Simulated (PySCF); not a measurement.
C₂HCl₂, SMILES Cl[C]=CCl, multiplicity 2. Atoms are numbered in the order given.

```xyz
5

Cl    -0.3306     1.7953     0.0000
C      0.8867     0.6517     0.0000
C      0.9661    -0.6650     0.0000
Cl    -0.4365    -1.7206     0.0000
H      1.9239    -1.1895     0.0000
```
Charge 0, spin multiplicity 2.

Coordinates come from a B3LYP-D3(BJ)/def2-SVP optimisation. The isomer is the one that the SMILES or the coordinates give; other isomers of the formula were not compared.

These are r2SCAN/def2-TZVPD in PySCF values and carry that method's errors.

Mulliken values depend strongly on the basis, most of all with diffuse functions as here. ESP charges are fitted to the potential on shells at 1.4 to 2.0 van der Waals radii. Atomic charges (e):

```
atom  ESP fit  Mulliken  Mulliken spin
----  -------  --------  -------------
Cl1      0.07     -0.18           0.14
C2        ___      0.28           0.92
C3        ___     -0.11          -0.18
Cl4     -0.03     -0.27           0.09
H5        ___      0.28           0.03
```

Q: Fill in the missing entries. (The exact figures need the calculation; the answer reports its results.)

A: 
- C2, ESP fit: -0.02
- C3, ESP fit: -0.26
- H5, ESP fit: 0.24
